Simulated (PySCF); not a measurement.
C7H8O3.
Bonds: C1–C2, C2–C3 (triple), C3–C4, C4–C5, C5–O6 (double), C5–O7, O7–C8, C8–C9, C8–O10 (double). Hydrogens: H11, H12, H13 on C1; H14, H15 on C4; H16, H17, H18 on C9.

Computed with PySCF, PBE0-D3(BJ)/def2-SVP geometry optimisation, gas phase.

Q: Give the optimised bond lengths and angles.

A: 
```json
{"bond": "C1–C2", "length (Å)": "1.453"}
{"bond": "C2≡C3", "length (Å)": "1.211"}
{"bond": "C3–C4", "length (Å)": "1.456"}
{"bond": "C4–C5", "length (Å)": "1.515"}
{"bond": "C5=O6", "length (Å)": "1.189"}
{"bond": "C5–O7", "length (Å)": "1.371"}
{"bond": "O7–C8", "length (Å)": "1.381"}
{"bond": "C8–C9", "length (Å)": "1.495"}
{"bond": "C8=O10", "length (Å)": "1.189"}
{"bond": "C1–H11, C1–H12, C1–H13", "length (Å)": "1.101"}
{"bond": "C4–H14, C4–H15", "length (Å)": "1.102"}
{"bond": "C9–H16, C9–H17, C9–H18", "length (Å)": "1.098"}
```

Bonds in one row agree within 0.01 Å and their mean is given. A selection of angles:
```json
{"angle": "C2–C1–H11", "degrees": "111.1"}
{"angle": "H11–C1–H12", "degrees": "107.9"}
{"angle": "C1–C2–C3", "degrees": "180.0"}
{"angle": "C2–C3–C4", "degrees": "179.1"}
{"angle": "C3–C4–C5", "degrees": "113.5"}
{"angle": "C3–C4–H14", "degrees": "110.1"}
{"angle": "C3–C4–H15", "degrees": "111.6"}
{"angle": "C5–C4–H14", "degrees": "107.2"}
{"angle": "H14–C4–H15", "degrees": "107.3"}
{"angle": "C4–C5–O6", "degrees": "125.5"}
{"angle": "C4–C5–O7", "degrees": "110.5"}
{"angle": "O6–C5–O7", "degrees": "123.8"}
{"angle": "C5–O7–C8", "degrees": "121.7"}
{"angle": "O7–C8–C9", "degrees": "109.7"}
{"angle": "O7–C8–O10", "degrees": "123.1"}
{"angle": "C9–C8–O10", "degrees": "127.2"}
{"angle": "C8–C9–H16", "degrees": "110.1"}
{"angle": "H16–C9–H17", "degrees": "110.7"}
{"angle": "H16–C9–H18", "degrees": "107.3"}
{"angle": "H17–C9–H18", "degrees": "109.9"}
```

Dihedral angles: C3–C4–C5–O6 130° (anticlinal); C4–C5–O7–C8 151° (antiperiplanar); C5–O7–C8–C9 159° (antiperiplanar). The mirror-image conformer, all signs reversed, is as good.

The C–O distances run from 1.189 Å (C5=O6, drawn double) to 1.381 Å (O7–C8, drawn single), a spread of 0.192 Å. The 5 C–C bonds span 1.211 Å (C2≡C3, drawn triple) to 1.515 Å (C4–C5, drawn single), a spread of 0.304 Å. Of the pairs four or more bonds apart, O6···O10 is among the closest relative to their van der Waals radii: 2.85 Å, 94 % of the sum of Bondi's values.

Point group: C1 (no symmetry element, even within 0.4 Å). No frequency check. The numbers are those of one conformer.
